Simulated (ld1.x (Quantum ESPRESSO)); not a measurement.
# Reading a pseudo-wave (Pr (Z = 59))

Columns: radius, all-electron u(r) and pseudo u(r) of the 5d shell (level -1.67 eV) of praseodymium in the configuration [Kr] 4d10 4f3 5s2 5p6 5d0.5 6s1.5 6p0; PBEsol, scalar-relativistic, TM semilocal scheme, ld1.x (Quantum ESPRESSO) 7.5.

| r (bohr) | all-electron | pseudo |
| --- | --- | --- |
| 0.185 | 0.1368 | 0.0017 |
| 0.370 | -0.1175 | 0.0132 |
| 0.555 | -0.2296 | 0.0419 |
| 0.740 | -0.1429 | 0.0912 |
| 0.925 | 0.0170 | 0.1596 |
| 1.110 | 0.1763 | 0.2409 |
| 1.295 | 0.3079 | 0.3261 |
| 1.480 | 0.4065 | 0.4054 |
| 1.665 | 0.4748 | 0.4713 |
| 1.850 | 0.5184 | 0.5190 |
| 2.035 | 0.5428 | 0.5480 |
| 2.220 | 0.5530 | 0.5604 |
| 2.405 | 0.5530 | 0.5599 |
| 2.590 | 0.5458 | 0.5509 |
| 2.775 | 0.5340 | 0.5369 |
| 2.960 | 0.5191 | 0.5203 |
| 3.145 | 0.5024 | 0.5027 |
| 3.330 | 0.4847 | 0.4848 |
| 3.515 | 0.4666 | 0.4666 |
| 3.700 | 0.4483 | 0.4483 |
| 3.885 | 0.4301 | 0.4301 |
| 4.070 | 0.4119 | 0.4119 |
| 4.255 | 0.3940 | 0.3940 |
| 4.440 | 0.3762 | 0.3762 |
| 4.625 | 0.3587 | 0.3587 |
| 4.810 | 0.3416 | 0.3416 |

**Question.** How many radial nodes do the two functions have?

**Answer.** The all-electron 5d function has n − l − 1 = 2; the pseudo-wave has 0, since the states of the same l below it are removed with the core.

**Question.** At about which radius was the pseudo-wave matched?

**Answer.** 3.70 bohr. The columns agree to 0.0005 from 3.15 bohr on; several derivatives are matched, so the curves merge somewhat inside the radius.

**Question.** Where does each function peak?

**Answer.** Outermost all-electron maximum near 2.22 bohr, pseudo maximum near 2.22 bohr (to the table’s step).

**Question.** Is the pseudo-wave norm-conserving?

**Answer.** Yes: the TM semilocal scheme keeps the norm inside the radius equal to the all-electron one, which fixes the energy derivative of the logarithmic derivative at the level.
